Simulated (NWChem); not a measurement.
Molecule: hexafluorobenzene (C6F6); SMILES Fc1c(F)c(F)c(F)c(F)c1F

```xyz
12

F      1.9333    -1.9266     0.0000
C      0.9873    -0.9839     0.0000
C     -0.3584    -1.3470     0.0000
F     -0.7019    -2.6376     0.0000
C     -1.3457    -0.3631     0.0000
F     -2.6352    -0.7110     0.0000
C     -0.9873     0.9839     0.0000
F     -1.9333     1.9266     0.0000
C      0.3584     1.3470     0.0000
F      0.7019     2.6376     0.0000
C      1.3457     0.3631     0.0000
F      2.6352     0.7110     0.0000
```
Atoms are numbered in this order, from 1.

All runs: NWChem. Geometry: optimised at B3LYP/6-31G* (spherical d). Not confirmed as a minimum by frequencies. Field at 589 nm.

### Question
Predict the results for B3LYP/def2-SVP. Quantities: isotropic polarisability (bohr³); anisotropy (bohr³).

### Answer
| Item | Value |
|---|---|
| isotropic polarisability (bohr³) | 62.1 |
| anisotropy (bohr³) | 46.7 |
